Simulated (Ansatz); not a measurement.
A structure relaxed at PBE0-D4/def2-TZVP, charge 0, multiplicity 1:

```tsv
atom	x (Å)	y (Å)	z (Å)
C1	1.314	1.276	-1.894
C2	0.721	0.859	-0.774
B3	-0.045	-0.490	-0.705
F4	-0.090	-1.222	-1.827
C5	-0.772	-1.080	0.549
C6	-0.729	-0.257	1.829
H7	1.277	0.678	-2.800
H8	1.854	2.216	-1.956
H9	0.786	1.493	0.108
H10	-1.811	-1.279	0.253
H11	-0.353	-2.081	0.720
H12	0.298	-0.090	2.163
H13	-1.188	0.726	1.688
H14	-1.261	-0.750	2.646
```

Q: Give its formula and SMILES.

A: C4H8BF, `C=CB(F)CC`.

Q: Point group (tolerance 0.08 Å, 0.16 Å for H)?

A: Cs.

Q: Summarise the bond lengths by kind.

A: 2 × C–C 1.334 to 1.523 Å; 8 × C–H 1.086 to 1.099 Å; 2 × B–C 1.553 to 1.565 Å; 1 × B–F 1.340 Å.

Results of the Gaussian-basis code of Ansatz.
